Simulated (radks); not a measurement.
Values are calculated unless marked as measured or tabulated.
Neutral magnesium inside a hard spherical wall (all orbitals vanish at R), configuration held at [Ne] 3s2 and not refilled when levels cross. Level of theory: non-relativistic Kohn-Sham, LDA (Slater exchange, Perdew-Wang correlation), spin-polarised, spherical densities, point nucleus (a radial shooting solver on a logarithmic mesh with Libxc functionals). Eigenvalues in eV for spin up, with the zero of energy where the potential of the charges vanishes at infinity; a dash marks a level that is unbound or too diffuse for the functional's potential to be trusted. A positive occupied level is held by the wall or, in an anion where self-interaction has pushed it up, behind a barrier. The pressure on the wall is -dE/dV.

| R (bohr) | E (hartree) | kinetic (hartree) | e(1s) | e(2s) | e(2p) | e(3s) | e(3p, empty) | e(4s, empty) | pressure (GPa) |
|---|---|---|---|---|---|---|---|---|---|
| free | -199.13529 | 198.540 | -1251.0 | -79.007 | -46.768 | -4.775 | -1.381 | -0.054 | 0 |
| 20 | -199.13529 | 198.540 | -1251.0 | -79.007 | -46.768 | -4.775 | -1.381 | 0.050 | < 0.0001 |
| 15 | -199.13529 | 198.540 | -1251.0 | -79.007 | -46.767 | -4.775 | -1.377 | 0.289 | < 0.0001 |
| 12 | -199.13524 | 198.540 | -1251.0 | -79.000 | -46.761 | -4.770 | -1.349 | 0.792 | 0.000900 |
| 10 | -199.13481 | 198.545 | -1250.9 | -78.955 | -46.716 | -4.739 | -1.252 | 1.689 | 0.0126 |
| 8 | -199.13089 | 198.573 | -1250.7 | -78.689 | -46.451 | -4.545 | -0.847 | 4.018 | 0.176 |
| 6 | -199.09736 | 198.741 | -1249.4 | -77.462 | -45.228 | -3.496 | 0.859 | 11.125 | 2.63 |
| 5 | -199.02468 | 199.019 | -1247.7 | -75.890 | -43.665 | -1.784 | 3.317 | 20.060 | 11.2 |
| 4 | -198.80139 | 199.719 | -1244.5 | -72.987 | -40.779 | 2.564 | 9.025 | 39.329 | 55.8 |
| 3 | -198.00589 | 201.878 | -1237.5 | -67.279 | -35.064 | 15.849 | 24.699 | 88.508 | 390 |
| 1.5 | -184.36189 | 235.426 | -1169.1 | -22.276 | 13.089 | 189.00 | 189.09 | 540.51 | 35900 |
